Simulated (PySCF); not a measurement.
H3Si, SMILES [SiH3+], charge +1.

Coordinates come from a PBE0-D3(BJ)/def2-TZVPD optimisation.

Computed with SMD-ωB97X/def2-SVP (PySCF).

Solvation free energies are E(SMD) − E(gas) at the gas-phase geometry, for 1 M in both phases.

Task: Rank water, acetone, tetrahydrofuran by solvation free energy, most negative first.

Result: water (-66.4 kcal/mol), acetone (-65.8 kcal/mol), tetrahydrofuran (-59.8 kcal/mol)
